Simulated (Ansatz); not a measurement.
`C[Se]BF` → `[CH2]` (triplet) + `FB[SeH]` at 500 K and 1 bar (formal loss of a carbene).

Calculated with Ansatz (gas phase, PBE0-D4/def2-TZVP geometries, no zero-point term in ΔE). CCSD(T)/CBS adds triple-zeta CCSD(T) − MP2 to the extrapolated MP2 energy (def2 sets, frozen cores). This one scheme is used for every species. Triplets are unrestricted, without spin–orbit coupling. For Se outer-core shells are correlated without core-valence functions, which leaves a few kJ/mol of doubt a bond. Scalar relativity is left out up to krypton. Each species was taken in one conformer, which may not be the lowest.

```
          species  CCSD(T)/CBS energy (Eh)  H − E (kJ/mol)  S (J/(mol·K))
        `C[Se]BF`              -2565.82397           176.9          372.7
`[CH2]` (triplet)                -39.09499            62.7          213.9
        `FB[SeH]`              -2526.56401            88.4          315.6
```

H − E and S are ideal-gas, rigid-rotor, harmonic terms from PBE0-D4/def2-TZVP, for one conformer and one mirror image of each species, with the whole ground term of open shells counted as degenerate. 1 Eh = 2625.50 kJ/mol, R = 8.31446 J/(mol·K).

By hand: ΔE, ΔH, ΔS and ΔG.

ΔE = (-39.09499) + (-2526.56401) − (-2565.82397) = 0.16497 Eh = 433.1 kJ/mol. Δ(H − E) = 62.7 + 88.4 − 176.9 = -25.8, so ΔH = 407.3 kJ/mol. ΔS = 213.9 + 315.6 − 372.7 = 156.8 J/(mol·K). ΔG = 407.3 − 500 × (156.8)/1000 = 328.9 kJ/mol.

By hand: the equilibrium constant, and the temperature at which ΔG would vanish if ΔH and ΔS stayed fixed.

log₁₀ K = −ΔG/(RT ln 10) = -34.4. ΔG = 0 at ΔH/ΔS = 2598 K, far beyond where these terms or the molecules hold.

The number of gas molecules changes by +1, which sets the sign of ΔS. A doubt of 5 kJ/mol in ΔE shifts log₁₀ K by 0.5 here. Other conformers and mirror images would add mixing entropy, several J/(mol·K) or more a flexible species. A triplet takes part, so the spin changes. These are equilibria of isolated gas molecules and say nothing of rates. Largest T1 diagnostic: 0.012 (customary marks: 0.02 for closed shells, 0.045 for open ones).
